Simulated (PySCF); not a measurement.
A geometry optimisation, step by step.

[Ag(NH3)2]+ (charge +1 and singlet state).
Bonds: Ag1–N2, Ag1–N6. Hydrogens: H3, H4, H5 on N2; H7, H8, H9 on N6.

Computed by this run: PBE0-D3(BJ)/def2-SVP geometry optimisation, gas phase, def2 core potentials past Kr in PySCF; density fitting, grid level 1; the optimiser is geomeTRIC in internal coordinates, started from a GFN2-xTB structure with every atom displaced at random (about 0.03 Å). The frame can shift and turn from step to step; on so coarse a grid that alone can change the energy by a few meV, and forces under 0.02 eV/Å are noise.

Step 0: E = -7066.4270 eV, largest atomic force 3.424 eV/Å
```
atom  x, y, z in Å  |  force x, y, z in eV/Å
Ag1     0.066   -0.073    0.013   -0.232   0.154  -0.177
N2     -0.021   -0.029    2.259    2.987   0.652   0.132
H3     -0.479    0.820    2.635    0.470  -0.445  -0.165
H4      1.034   -0.077    2.648   -3.302   0.155  -0.891
H5     -0.540   -0.820    2.613   -0.049  -0.440   0.306
N6     -0.007    0.030   -2.272    2.399  -1.766   1.573
H7     -0.909    0.013   -2.653   -1.942   0.019  -0.809
H8      0.521   -0.782   -2.674   -0.645   0.831   0.386
H9      0.470    0.849   -2.594    0.314   0.838  -0.356
```

Step 1: E = -7066.8050 eV, largest atomic force 0.551 eV/Å
```
atom  x, y, z in Å  |  force x, y, z in eV/Å
Ag1     0.068   -0.064    0.000   -0.188   0.118  -0.075
N2     -0.002   -0.028    2.172   -0.233  -0.096  -0.490
H3     -0.438    0.813    2.550   -0.055   0.038   0.004
H4      0.935   -0.069    2.554    0.389  -0.024   0.243
H5     -0.511   -0.829    2.550   -0.016   0.021   0.040
N6      0.012    0.019   -2.182    0.210  -0.082   0.485
H7     -0.932    0.004   -2.571    0.008   0.054  -0.019
H8      0.515   -0.775   -2.578   -0.016  -0.053  -0.104
H9      0.484    0.859   -2.521   -0.099   0.025  -0.084
```

Step 2: E = -7066.8234 eV, largest atomic force 0.173 eV/Å
```
atom  x, y, z in Å  |  force x, y, z in eV/Å
Ag1     0.055   -0.052   -0.005   -0.124   0.080   0.030
N2      0.000   -0.030    2.139    0.100  -0.094  -0.106
H3     -0.440    0.811    2.517   -0.028   0.032   0.013
H4      0.941   -0.071    2.535   -0.016   0.001   0.053
H5     -0.512   -0.828    2.520   -0.002   0.017   0.025
N6      0.019    0.016   -2.146    0.063   0.000   0.107
H7     -0.926    0.005   -2.537    0.049   0.011   0.012
H8      0.516   -0.779   -2.550    0.001  -0.029  -0.085
H9      0.480    0.858   -2.498   -0.042  -0.018  -0.050
```

Step 3: E = -7066.8271 eV, largest atomic force 0.077 eV/Å
```
atom  x, y, z in Å  |  force x, y, z in eV/Å
Ag1     0.041   -0.039   -0.003   -0.062   0.044   0.006
N2      0.001   -0.032    2.134    0.051  -0.031   0.016
H3     -0.440    0.808    2.515   -0.002   0.002  -0.001
H4      0.940   -0.073    2.538   -0.020   0.003   0.012
H5     -0.512   -0.828    2.518   -0.004   0.002   0.008
N6      0.025    0.015   -2.140    0.042  -0.016  -0.012
H7     -0.919    0.005   -2.532    0.001  -0.009   0.010
H8      0.518   -0.781   -2.550   -0.009   0.012  -0.021
H9      0.479    0.856   -2.505    0.004  -0.006  -0.018
```

Step 4: E = -7066.8283 eV, largest atomic force 0.048 eV/Å
```
atom  x, y, z in Å  |  force x, y, z in eV/Å
Ag1     0.029   -0.026   -0.003   -0.014   0.016  -0.003
N2      0.001   -0.033    2.138    0.025  -0.002   0.041
H3     -0.441    0.805    2.522    0.005  -0.003  -0.005
H4      0.939   -0.075    2.544   -0.027   0.000  -0.019
H5     -0.513   -0.829    2.521    0.001  -0.004  -0.006
N6      0.030    0.015   -2.143    0.010  -0.001  -0.032
H7     -0.914    0.003   -2.535   -0.013  -0.009   0.008
H8      0.520   -0.782   -2.554    0.001   0.004   0.011
H9      0.481    0.853   -2.516    0.012  -0.001   0.006
```

Step 5: E = -7066.8285 eV, largest atomic force 0.024 eV/Å
```
atom  x, y, z in Å  |  force x, y, z in eV/Å
Ag1     0.023   -0.020   -0.003   -0.001   0.007   0.000
N2      0.000   -0.033    2.139   -0.012   0.004   0.016
H3     -0.441    0.804    2.526    0.002  -0.002  -0.002
H4      0.938   -0.076    2.544    0.007  -0.002  -0.007
H5     -0.513   -0.830    2.521    0.002  -0.002  -0.006
N6      0.031    0.015   -2.144   -0.003   0.002  -0.024
H7     -0.913    0.001   -2.536   -0.003  -0.004   0.004
H8      0.523   -0.783   -2.552    0.003   0.000   0.012
H9      0.484    0.852   -2.519    0.006  -0.002   0.007
```

Step 6: E = -7066.8286 eV, largest atomic force under 0.02 eV/Å
```
atom  x, y, z in Å  |  force x, y, z in eV/Å
Ag1     0.018   -0.013   -0.003    0.006   0.000   0.000
N2     -0.002   -0.032    2.139   -0.013   0.005  -0.003
H3     -0.442    0.803    2.530    0.000  -0.001   0.003
H4      0.937   -0.077    2.541    0.006  -0.003  -0.003
H5     -0.515   -0.831    2.519    0.002   0.000  -0.002
N6      0.033    0.016   -2.145   -0.009   0.002  -0.001
H7     -0.910   -0.001   -2.539    0.006   0.001  -0.002
H8      0.526   -0.785   -2.547    0.003  -0.003   0.006
H9      0.487    0.851   -2.522   -0.001  -0.001   0.002
```

Task: Summarise the path.

Result: The energy falls by 0.4017 eV from step 0 to step 6; nine tenths of that is first reached at step 1. It falls at every step. The largest force goes from 3.424 to under 0.02 eV/Å. Among the bonds Ag1–N6 changes most, from 2.288 to 2.143 Å; the atoms move by 0.114 Å rms after alignment.

The cost below is that of the whole optimisation. On an Intel Xeon 6975P-C with one thread, on a shared host, this took 16 s of wall time and 0.36 GiB of memory at its peak.
